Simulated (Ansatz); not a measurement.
`[F][Ga]([F])[Cl]` + H–F → `[F][Ga]([F])[F]` + HCl at 400 K and 1 bar (ligand exchange at a Ga–Cl bond).

Computed with Ansatz on PBE0-D4/def2-TZVP structures; ΔE is electronic, products minus reactants. CBS: MP2 limit from def2 TZ/QZ plus the TZ coupled-cluster correction, frozen cores. This one scheme is used for every species. For Ga outer-core shells are correlated without core-valence functions, which leaves a few kJ/mol of doubt a bond. Scalar relativity is left out up to krypton.

```
           species  CCSD(T)/CBS energy (Eh)  H − E (kJ/mol)  S (J/(mol·K))
`[F][Ga]([F])[Cl]`              -2583.43598            37.6          333.8
               H–F               -100.39570            36.5          182.2
 `[F][Ga]([F])[F]`              -2223.43412            38.8          312.9
               HCl               -460.38127            29.6          195.4
```

H − E and S are ideal-gas, rigid-rotor, harmonic terms from PBE0-D4/def2-TZVP. 1 Eh = 2625.50 kJ/mol, R = 8.31446 J/(mol·K).

Problem. By hand: ΔE, ΔH, ΔS and ΔG.

Solution. ΔE = (-2223.43412) + (-460.38127) − (-2583.43598) − (-100.39570) = 0.01629 Eh = 42.8 kJ/mol. Δ(H − E) = 38.8 + 29.6 − 37.6 − 36.5 = -5.7, so ΔH = 37.1 kJ/mol. ΔS = 312.9 + 195.4 − 333.8 − 182.2 = -7.7 J/(mol·K). ΔG = 37.1 − 400 × (-7.7)/1000 = 40.2 kJ/mol.

Problem. By hand: the equilibrium constant, and the temperature at which ΔG would vanish if ΔH and ΔS stayed fixed.

Solution. log₁₀ K = −ΔG/(RT ln 10) = -5.2. ΔH and −TΔS have one sign here, so there is no such temperature.

The number of gas molecules stays the same, so ΔS is small and ΔH decides. A doubt of 5 kJ/mol in ΔE shifts log₁₀ K by 0.7 here. These are equilibria of isolated gas molecules and say nothing of rates. Largest T1 diagnostic: 0.015 (customary marks: 0.02 for closed shells, 0.045 for open ones).
